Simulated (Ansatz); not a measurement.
`[SiH3][NH][SbH2]`. Charge 0, multiplicity 1. Sb: def2 effective core potential.

Cartesian coordinates in Å:
```
Si 1.0507 0.5903 -0.2002
N 0.2356 -0.9008 0.0638
Sb -1.7593 -1.1387 0.3382
H 0.7055 1.2411 -1.4981
H 2.5195 0.3482 -0.1799
H 0.6732 1.5393 0.8804
H 0.6916 -1.7494 -0.2332
H -2.2586 0.0666 -0.7820
H -1.8582 0.0033 1.6111
```

Problem. What are the harmonic wavenumbers in cm⁻¹ at PBE0-D4/def2-TZVP (Ansatz, finite differences of forces, unscaled)? (Estimate.)

Solution. The calculation gave: 88, 103, 143, 266, 491, 649, 665, 706, 774, 856, 897, 925, 961, 980, 1165, 1919, 1949, 2186, 2212, 2222, 3635.

Problem. Is this a minimum?

Solution. Yes, all 21 modes are real.

Problem. Give the ideal-gas thermochemistry at 298.15 K and 1 bar (rigid rotor, harmonic oscillator; point group C1, symmetry number 1).

Solution. Zero-point energy 142.3 kJ/mol; H(298) − E = 161.6 kJ/mol; entropy 341.4 J/(mol·K), of which translation 172.9, rotation 109.4, vibration 59.1; G(298) − E = 59.8 kJ/mol. Modes under 100 cm⁻¹ are hindered rotations or soft bends, so the harmonic entropy is rough.
